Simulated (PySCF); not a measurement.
Cl$_{3}$SW, doublet, geometry from GFN2-xTB (such geometries of metal compounds can be far from the true shape) (the multiplicity is a formal guess) (core potentials on W); SVWN5/def2-SVP in PySCF.

PySCF was given this input:
```python
from pyscf import gto, scf, dft

mol = gto.Mole()
mol.atom = '''
    W     0.120702    0.003242    0.055593
    S     1.589029   -0.872909   -1.276423
    Cl    0.642419    0.789468    1.989699
    Cl   -1.064142    1.470051   -1.181276
    Cl   -1.599243   -1.452069    0.150926
'''
mol.basis = 'def2-svp'
mol.ecp = {'W': 'def2-svp'}
mol.charge = 0
mol.spin = 1
mol.verbose = 3
mol.build()

mf = dft.UKS(mol)
mf.xc = 'lda,vwn'
mf.kernel()
mf.analyze()
```

Problem. Predict the main parts of the log of this PySCF run.

Solution. 
```
converged SCF energy = -1839.61358679776  <S^2> = 0.75434133  2S+1 = 2.0043366
**** MO energy ****
                             alpha | beta                alpha | beta
MO #1   energy= -100.329179540164  | -100.329149255094  occ= 1 | 1
MO #2   energy= -100.298107038064  | -100.297453840388  occ= 1 | 1
MO #3   energy= -100.29809149736   | -100.297438302684  occ= 1 | 1
MO #4   energy= -87.7070039170841  | -87.7072455203456  occ= 1 | 1
MO #5   energy= -9.19467581798813  | -9.19463530389494  occ= 1 | 1
MO #6   energy= -9.16098156213843  | -9.1602457176916   occ= 1 | 1
MO #7   energy= -9.16096791842568  | -9.16023221551474  occ= 1 | 1
MO #8   energy= -7.65855000912015  | -7.65882386510516  occ= 1 | 1
MO #9   energy= -7.0556148864203   | -7.05560685553635  occ= 1 | 1
MO #10  energy= -7.0532512951974   | -7.05332115087819  occ= 1 | 1
MO #11  energy= -7.05189849057555  | -7.05168883351968  occ= 1 | 1
MO #12  energy= -7.02365667403056  | -7.02321515942852  occ= 1 | 1
MO #13  energy= -7.02364545496935  | -7.02320228960534  occ= 1 | 1
MO #14  energy= -7.01910540788568  | -7.0184932455959   occ= 1 | 1
MO #15  energy= -7.01909841840606  | -7.0184851760749   occ= 1 | 1
MO #16  energy= -7.01794486167478  | -7.01630643426078  occ= 1 | 1
MO #17  energy= -7.01793927684895  | -7.01630008909007  occ= 1 | 1
MO #18  energy= -5.7163547750598   | -5.7168959514772   occ= 1 | 1
MO #19  energy= -5.7159864369535   | -5.71632963056675  occ= 1 | 1
MO #20  energy= -5.71493732375863  | -5.71505984895871  occ= 1 | 1
MO #21  energy= -2.90982553464849  | -2.89303161010616  occ= 1 | 1
MO #22  energy= -1.61370179584447  | -1.60234167852188  occ= 1 | 1
MO #23  energy= -1.60236691458579  | -1.57949541957499  occ= 1 | 1
MO #24  energy= -1.60062468058849  | -1.5787295822021   occ= 1 | 1
MO #25  energy= -0.797647249536899 | -0.79659216993387  occ= 1 | 1
MO #26  energy= -0.762741824212948 | -0.759068138195438 occ= 1 | 1
MO #27  energy= -0.754457589083688 | -0.75082365427829  occ= 1 | 1
MO #28  energy= -0.634348139903238 | -0.63464986467325  occ= 1 | 1
MO #29  energy= -0.420666293580651 | -0.417397982231981 occ= 1 | 1
MO #30  energy= -0.391149021731748 | -0.3856288041823   occ= 1 | 1
MO #31  energy= -0.389348936262931 | -0.384669783054236 occ= 1 | 1
MO #32  energy= -0.37599815120559  | -0.37133616074215  occ= 1 | 1
MO #33  energy= -0.371349730384845 | -0.367028174395302 occ= 1 | 1
MO #34  energy= -0.358989438249717 | -0.349330332706745 occ= 1 | 1
MO #35  energy= -0.335021294798192 | -0.332347947122513 occ= 1 | 1
MO #36  energy= -0.328543554742357 | -0.326037168359123 occ= 1 | 1
MO #37  energy= -0.310471192756692 | -0.308963611495352 occ= 1 | 1
MO #38  energy= -0.300294344701556 | -0.294598078786253 occ= 1 | 1
MO #39  energy= -0.271173585238389 | -0.269635936546967 occ= 1 | 1
MO #40  energy= -0.271120438121002 | -0.269243290443485 occ= 1 | 1
MO #41  energy= -0.176472046769074 | -0.151927835593893 occ= 1 | 0
MO #42  energy= -0.161975441145958 | -0.149411384636973 occ= 0 | 0
MO #43  energy= -0.121991564926989 | -0.112407835290948 occ= 0 | 0
MO #44  energy= -0.118556337214908 | -0.111155127143208 occ= 0 | 0
MO #45  energy= -0.117850474054258 | -0.108062366614543 occ= 0 | 0
MO #46  energy= -0.0201651224922062 | -0.0179517274047503 occ= 0 | 0
MO #47  energy= 0.034776842295628  | 0.0372181451040955 occ= 0 | 0
MO #48  energy= 0.0427675587576098 | 0.0437090141871414 occ= 0 | 0
MO #49  energy= 0.0450345999002845 | 0.0458665494870933 occ= 0 | 0

Dipole moment(X, Y, Z, Debye):  0.29996,  0.55277,  1.33294
```
